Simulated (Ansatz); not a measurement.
`CB(O)CO` + `BS` → `BSCO` + `CBO`  (substitution at a C–B bond)

Computed with Ansatz on PBE0-D4/def2-TZVP structures; ΔE is electronic, products minus reactants. CCSD(T)/CBS is the MP2 limit (def2-TZVPP, def2-QZVPP) plus CCSD(T) − MP2 in def2-TZVPP, frozen cores. This one scheme is used for every species. Functionals use def2-TZVPP. B3LYP here is the variant with VWN-RPA as its local correlation; programs differ in this. One conformer a species, not always the lowest.

Task: Is it downhill or uphill in electronic energy at CCSD(T)/CBS, and by how much? (Best estimate.)

Result: Ansatz gave: Uphill: ΔE = +6.5 kcal/mol.

Task: What do these levels give: r2SCAN-D4, PBE0-D4, B3LYP-D4, ωB97M-V, B2PLYP, PBE, B3LYP, MP2/def2-TZVPP, CCSD/def2-TZVPP, MP2/def2-QZVPP, MP2/CBS(def2), CCSD/CBS(def2)? (Estimate.)

Result: Ansatz gave: r2SCAN-D4 6.3, PBE0-D4 6.4, B3LYP-D4 6.2, ωB97M-V 7.2, B2PLYP 6.2, PBE 5.2, B3LYP 6.2, MP2/def2-TZVPP 6.3, CCSD/def2-TZVPP 7.8, MP2/def2-QZVPP 5.9, MP2/CBS(def2) 5.7, CCSD/CBS(def2) 7.2 kcal/mol.

Largest T1 diagnostic among the species: 0.015.

From PBE to PBE0 (25 % exact exchange), in def2-TZVPP and without D4, ΔE moves by +1.1 kcal/mol.
